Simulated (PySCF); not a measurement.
# Relaxation of singlet H2Se

Method: B3LYP/[Se def2-TZVP, H def2-TZVP], no relativity, density fitting, PySCF. A (50,194) grid was used.

A hand-made bent start, of C2v symmetry, held to at least that symmetry:

```xyz
3
charge 0 multiplicity 1, angstrom
Se    0.0000    0.0000   -0.0209
H     1.2123    0.0000    0.8280
H    -1.2123    0.0000    0.8280
```

At each step, columns x, y, z (Å) and Fx, Fy, Fz (eV/Å):

```
step 0  E − E(last) = 22.42 kJ/mol
Se   0.000   0.000  -0.021   0.000   0.000  -1.267
H    1.212   0.000   0.828  -0.723   0.000   0.634
H   -1.212   0.000   0.828   0.723   0.000   0.634
step 1  E − E(last) = 1.25 kJ/mol
Se   0.000   0.000  -0.137   0.000   0.000   0.447
H    1.085   0.000   0.886  -0.405   0.000  -0.223
H   -1.085   0.000   0.886   0.405   0.000  -0.223
step 2  E − E(last) = 0.11 kJ/mol
Se   0.000   0.000  -0.141   0.000   0.000   0.162
H    1.060   0.000   0.888  -0.122   0.000  -0.081
H   -1.060   0.000   0.888   0.122   0.000  -0.081
step 3  E − E(last) = 0.00 kJ/mol
Se   0.000   0.000  -0.140   0.000   0.000  -0.015
H    1.051   0.000   0.887   0.006   0.000   0.007
H   -1.051   0.000   0.887  -0.006   0.000   0.007
step 4  E − E(last) = 0.00 kJ/mol
Se   0.000   0.000  -0.140   0.000   0.000   0.001
H    1.051   0.000   0.888   0.000   0.000  -0.001
H   -1.051   0.000   0.888   0.000   0.000  -0.001
```

It ends at C2v with Se–H 1.470 Å (×2); H–Se–H 91.3°. A frequency run shows a minimum.
